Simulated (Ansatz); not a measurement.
A run for Ansatz (a quantum-chemistry and plane-wave program): R-B2PLYP/def2-TZVPPD on HBr (SMILES Br) with ghost functions. Files ending in .json are basis or fitting sets from the Basis Set Exchange. The run froze 14 orbitals, filled d shells among them.

Ansatz 0.2 input:
```yaml
crystal:
  periodic: [false, false, false]
  atoms:
    - {symbol: Br, position_ang: [-1.42924959, 0.06058801, -0.17129521]}
    - {symbol: H, position_ang: [-0.30333285, -0.16620468, 0.68132888]}
basis:
  gaussian:
    orbitals: def2-TZVPPD.json
    ghost_atoms:
      - {symbol: C, position_ang: [-0.97074168, 0.46319051, 3.74656451]}
      - {symbol: Si, position_ang: [0.79602967, -0.09775684, 3.48506517]}
      - {symbol: H, position_ang: [-1.15390665, 0.67411074, 4.80176700]}
      - {symbol: H, position_ang: [-1.67625312, -0.30484809, 3.42567537]}
      - {symbol: H, position_ang: [-1.18143517, 1.36956508, 3.17678391]}
      - {symbol: H, position_ang: [1.76159968, 0.94852862, 3.89565997]}
      - {symbol: H, position_ang: [1.03793150, -0.38442819, 2.04281314]}
      - {symbol: H, position_ang: [1.08486606, -1.34166134, 4.23665665]}
hamiltonian:
  xc: {name: B2PLYP}
magnetization: {spin_polarized: false}
correlation: {electrons: outside_noble_gas}
scf: {lower_state_search: off}
```

The log:

```
Functional definition: B2PLYP
[...]
these checks for a lower state are left out or cut short: stability, starts, cluster_reference, orbital_swaps, neighbouring_geometries, increment
integrals: 0.66 GiB planned
1473 factors; integrals over basis functions are off by at most 1.3e-3 eV
mean field: 1.27 GiB planned
mean field evaluation 1: about -70049.6263 eV, gradient 6.6e0 eV
mean field evaluation 2: about -70049.6378 eV, gradient 6.6e0 eV
mean field evaluation 4: about -70049.8030 eV, gradient 1.1e0 eV
mean field evaluation 8: about -70049.8048 eV, gradient 9.9e-3 eV
mean field -70049.80479850 eV, -2574.2828448820 hartree, gradient 8.6e-6 eV, S^2 0.000000; 0 other end points of the search recorded, 0 dependent functions left out
14 core orbitals not correlated
reference -70049.80492368 eV, -2574.2828494821 hartree; 4, 4 occupied and 243, 243 virtual orbitals, 1473 factors
second order -5.76720902 eV of doubles, -0.00000000 eV of singles
Total energy: -70051.36207012 eV, -2574.3400735581 hartree
Checks for a lower state left out: stability, starts, cluster_reference, orbital_swaps, neighbouring_geometries, increment
```

The run converged.

Cost: around 5 core-seconds (rough).
